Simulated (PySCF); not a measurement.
**Assigning NMR signals**

Mapped SMILES: `[CH3:1][O:2][c:3]1[cH:4][p:5]([CH3:6])[cH:7][c:8]1[CH3:9]` (H(Xn): hydrogen on atom n).

Calculated, not measured (PySCF): NMR shieldings at PBE0/pcSseg-1/GIAO, geometry: GFN2-xTB. Rapidly exchanging positions averaged, no solvent, non-relativistic Hamiltonian, a single conformation.

Chemical shifts δ = σref − σ; $^{13}$C (σref 186.93) and $^{1}$H (σref 31.72) against TMS, all at this level.

Problem. Assign these signals to the numbered atoms. $^{13}$C{$^{1}$H} NMR (computed): δ 170.9 (C), 151.2 (C), 142.8 (CH), 105.7 (CH), 57.5 (CH3), 19.1 (CH3), 15.3 (CH3).

Solution. 
170.9 → C3, unsaturated ring carbon
151.2 → C8, unsaturated ring carbon
142.8 → C7, unsaturated ring CH
105.7 → C4, unsaturated ring CH
57.5 → C1, methyl carbon bonded to O: pulled downfield by the heteroatom
19.1 → C9, methyl carbon on an unsaturated ring: a saturated carbon with 1 carbon neighbour and no heteroatom attached
15.3 → C6, methyl carbon bonded to P

Problem. Assign these signals to the numbered atoms. $^{1}$H NMR (600 MHz, computed): δ 6.63 (m, 1H), 5.13 (m, 1H), 3.89 (s, 3H), 2.16 (s, 3H), 1.25 (m, 3H).

Solution. 
| δ (ppm) | atoms | environment | reason |
| --- | --- | --- | --- |
| 6.63 | H(C7) | hydrogen on a unsaturated ring CH | – |
| 5.13 | H(C4) | hydrogen on a unsaturated ring CH | – |
| 3.89 | H(C1) | hydrogen on a methyl carbon bonded to O | its carbon carries O, hence the downfield position |
| 2.16 | H(C9) | hydrogen on a methyl carbon on an unsaturated ring | – |
| 1.25 | H(C6) | hydrogen on a methyl carbon bonded to P | – |

Splittings by $^{31}$P in the carbon and heteronuclear signals aren't shown, as no couplings were computed. Shifts are as computed. Against solution values, carbons near 30 ppm lie about +3 ppm off and those near 130 ppm about +5 ppm. Of 1211 compounds with measured shifts, 218 miss one by over three times the rms of a fit or turn the order of signals round; such compounds aren't used in these exercises. No couplings were computed; multiplicities are counted from neighbouring protons, with m where these are inequivalent, close in shift, in a saturated or five-membered ring or joined by F or P, and br s for small geminal =CH2 splittings.
